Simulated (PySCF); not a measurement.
H4P, SMILES [PH4+], charge +1.

Coordinates come from a B3LYP-D3(BJ)/def2-TZVPD optimisation. The isomer is the one that the SMILES or the coordinates give; other isomers of the formula were not compared.

Computed with PySCF with HF/def2-TZVPD.

Symmetry labels are those of the subgroup D2 that the program uses (full group Td).

Computed valence orbital energies around the gap with their symmetry:
| orbital | symmetry | energy (eV) |
|---|---|---|
| HOMO−7 | A | -212.63 |
| HOMO−6 | B1 | -155.36 |
| HOMO−5 | B2 | -155.36 |
| HOMO−4 | B3 | -155.36 |
| HOMO−3 | A | -31.94 |
| HOMO−2 | B1 | -22.77 |
| HOMO−1 | B2 | -22.77 |
| HOMO | B3 | -22.77 |
| LUMO | A | -3.12 |
| LUMO+1 | B1 | -2.57 |
| LUMO+2 | B2 | -2.57 |
| LUMO+3 | B3 | -2.57 |
